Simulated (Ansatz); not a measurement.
Cartesian coordinates in Å:
```
C -0.911 -2.088 -1.501
O 0.330 -1.513 -1.143
Si 0.597 -0.042 -0.535
F 0.305 1.078 -1.630
S -0.724 0.279 1.107
Si 0.248 1.986 1.918
Cl 1.715 1.460 3.252
H -0.725 -3.115 -1.813
H -1.601 -2.096 -0.652
H -1.371 -1.543 -2.330
H 2.016 0.058 -0.163
H 0.893 2.772 0.843
H -0.773 2.764 2.647
```

Charge 0, multiplicity 1.

Q: List the PBE/def2-TZVPP orbital energies in eV (Ansatz). (An estimate is asked.)

A: Ansatz gave: Occupied: -2739.10, -2395.92, -1781.42, -1781.23, -660.03, -510.91, -270.59, -249.68, -208.93, -190.37, -190.21, -190.20, -155.03, -154.98, -154.88, -138.95, -138.83, -95.73, -95.72, -95.65, -95.61, -95.57, -95.50, -29.78, -25.94, -20.75, -18.45, -17.52, -13.89, -13.21, -12.27, -11.68, -11.55, -10.80, -10.69, -10.14, -9.82, -9.44, -9.32, -8.41, -7.91, -7.83, -7.65, -7.46, -6.81. Lowest empty: -1.03, -0.80, -0.54, -0.42, 0.14, 0.79, 0.97, 1.19.
